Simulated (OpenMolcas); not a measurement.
## Computed levels of Lu I

```
Program             : OpenMolcas
Method              : SS-CASPT2, IPEA 0.25 Eh, imaginary shift 0.1 Eh (closed shells correlated: 5s 5p)
Basis               : ANO-RCC-VQZP [9s8p6d4f3g2h]
Scalar Hamiltonian  : DKH2, point nucleus
Active space        : 3 electrons in 6 orbitals (5d 6s)
State averaging     : 2S+1 = 4 even, 17 roots (10 in the spin-orbit step); 2S+1 = 2 even, 29 roots
Spin-orbit coupling : RASSI with atomic mean-field integrals over the reference wave functions, term energies averaged over their components
```

With spin-orbit coupling, above the lowest level:

```json
{"Configuration": "5d 6s2", "Term": "2D", "J": "3/2", "E (cm-1)": "0.0", "Measured (cm-1)": "0.0", "g": "0.800", "Term weight %": "100", "Second": ""}
{"Configuration": "5d 6s2", "Term": "2D", "J": "5/2", "E (cm-1)": "1829", "Measured (cm-1)": "1994", "g": "1.200", "Term weight %": "100", "Second": ""}
{"Configuration": "5d2 6s", "Term": "4F", "J": "3/2", "E (cm-1)": "16920", "Measured (cm-1)": "18851", "g": "0.410", "Term weight %": "97", "Second": "3 2D"}
{"Configuration": "5d2 6s", "Term": "4F", "J": "5/2", "E (cm-1)": "17540", "Measured (cm-1)": "19403", "g": "1.030", "Term weight %": "97", "Second": ""}
{"Configuration": "5d2 6s", "Term": "4F", "J": "7/2", "E (cm-1)": "18470", "Measured (cm-1)": "20247", "g": "1.237", "Term weight %": "99", "Second": ""}
{"Configuration": "5d2 6s", "Term": "4F", "J": "9/2", "E (cm-1)": "19530", "Measured (cm-1)": "21242", "g": "1.332", "Term weight %": "99", "Second": ""}
{"Configuration": "5d2 6s", "Term": "2D", "J": "5/2", "E (cm-1)": "22630", "Measured (cm-1)": "", "g": "1.303", "Term weight %": "51", "Second": "36 4P"}
{"Configuration": "5d2 6s", "Term": "4P", "J": "1/2", "E (cm-1)": "22880", "Measured (cm-1)": "21472", "g": "2.668", "Term weight %": "100", "Second": ""}
{"Configuration": "5d2 6s", "Term": "4P", "J": "3/2", "E (cm-1)": "23010", "Measured (cm-1)": "22468", "g": "1.474", "Term weight %": "72", "Second": "26 2D"}
{"Configuration": "5d2 6s", "Term": "2D", "J": "3/2", "E (cm-1)": "23800", "Measured (cm-1)": "24518", "g": "1.072", "Term weight %": "66", "Second": "27 4P"}
{"Configuration": "5d2 6s", "Term": "2F", "J": "5/2", "E (cm-1)": "24090", "Measured (cm-1)": "", "g": "1.149", "Term weight %": "59", "Second": "38 4P"}
{"Configuration": "5d2 6s", "Term": "2D", "J": "5/2", "E (cm-1)": "25210", "Measured (cm-1)": "", "g": "1.204", "Term weight %": "45", "Second": "29 2F"}
{"Configuration": "5d2 6s", "Term": "2F", "J": "7/2", "E (cm-1)": "25540", "Measured (cm-1)": "", "g": "1.065", "Term weight %": "69", "Second": "31 2G"}
{"Configuration": "5d2 6s", "Term": "2G", "J": "9/2", "E (cm-1)": "26610", "Measured (cm-1)": "26671", "g": "1.114", "Term weight %": "99", "Second": ""}
{"Configuration": "5d2 6s", "Term": "2G", "J": "7/2", "E (cm-1)": "26950", "Measured (cm-1)": "", "g": "0.968", "Term weight %": "69", "Second": "30 2F"}
{"Configuration": "5d2 6s", "Term": "2P", "J": "1/2", "E (cm-1)": "27490", "Measured (cm-1)": "28793", "g": "0.668", "Term weight %": "100", "Second": ""}
{"Configuration": "5d2 6s", "Term": "2P", "J": "3/2", "E (cm-1)": "28500", "Measured (cm-1)": "29938", "g": "1.312", "Term weight %": "95", "Second": "4 2D"}
```

Against the 11 measured excited levels shown (NIST Handbook of Basic Atomic Spectroscopic Data) the mean absolute deviation is 1200 cm-1; the largest miss in energy is 5d2 6s 4F 3/2: computed 16920, measured 18851 cm-1 (-10.3 %).

Spin-orbit coupling puts the lowest level 1107 cm-1 below the lowest spin-free term.

Term energies are means over components that CASPT2 splits; among the terms shown or strongly mixed into the levels shown the widest spread is 900 cm-1 (5d2 6s 2G). Some high roots are left out of the spin-orbit mixing, which shifts the levels that they would mix with. Some levels mix across a computed gap that differs much from the measured one, so their mixing is not that of the real levels. A single d shell beside an s shell can misplace configurations of different d count against each other. Computed and measured levels are paired by configuration, term and J; levels that our copy of the source lacks, or whose pairing is in doubt (as where it misses far off the trend of its configuration), stay unpaired and out of the deviations. Levels of configurations outside the active space are missing. The first state left out of the spin-orbit step lies near 38000 cm-1 above the lowest spin-free state of the reference (among the parities and spins computed), and the list stops at four fifths of that energy or lower.

The CASPT2 steps took 71 s on 1 thread of Intel(R) Xeon(R) Platinum 8375C CPU @ 2.90GHz (Ice Lake), with other jobs on the host; the integral step is not counted.

The term weight is that of the spin-free term in the level, not the purity of its configuration.
